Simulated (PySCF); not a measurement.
C4H4F2O.
Structure used (GFN2-xTB), in Å, numbered top down from 1:
```
atom  x, y, z in Å
F1     1.3884   -2.0127   -0.1760
C2     0.7816   -0.8223   -0.0711
C3     1.3465    0.3742    0.0443
F4     2.6238    0.7122    0.0865
O5     0.4734    1.4051    0.1321
C6    -0.8480    0.8501    0.0680
C7    -0.7140   -0.6795   -0.0706
H8    -1.3533    1.3040   -0.7884
H9    -1.3711    1.1434    0.9819
H10   -1.1688   -1.2165    0.7639
H11   -1.1532   -1.0555   -0.9965
```

Jobs on this species (11 atoms, 54 electrons) with PySCF (density fitting). Hardware of each: one thread, Intel Xeon Platinum 8488C (x86_64), no GPU (shared host). Other jobs ran on the host; a repeat could differ by tens of per cent or more. Peak memory is the resident size of the whole Python process, interpreter and libraries included.

Task: Rank these jobs by wall time, shortest first.
A. PBE0/aug-pcSseg-1, IEF-PCM tetrahydrofuran, grid level 3; shieldings, ring-centre shieldings; 218 basis functions
B. OLYP/6-31G, grid level 3; shieldings, ring-centre shieldings; 71 basis functions
C. HCTH407/pcSseg-0, energy threshold 1e-11 Eh; shieldings, ring-centre shieldings, charges and field gradients; 71 basis functions

Result: C (9.3 s), B (16 s), A (38 s).

All jobs:

```json
{"level and settings": "HCTH407/pcSseg-0, energy threshold 1e-11 Eh", "work": "shieldings, ring-centre shieldings, charges and field gradients", "basis functions": "71", "SCF cycles": "13", "wall time": "9.3 s", "peak memory": "0.51 GiB"}
{"level and settings": "OLYP/6-31G, grid level 3", "work": "shieldings, ring-centre shieldings", "basis functions": "71", "SCF cycles": "16", "wall time": "16 s", "peak memory": "0.51 GiB"}
{"level and settings": "PBE0/aug-pcSseg-1, IEF-PCM tetrahydrofuran, grid level 3", "work": "shieldings, ring-centre shieldings", "basis functions": "218", "SCF cycles": "14", "wall time": "38 s", "peak memory": "0.93 GiB"}
```

Task: What do all jobs in the table cost together?

Result: About 63 s; the longest takes about 60 % of that, and about 4.1 times as long as the shortest.
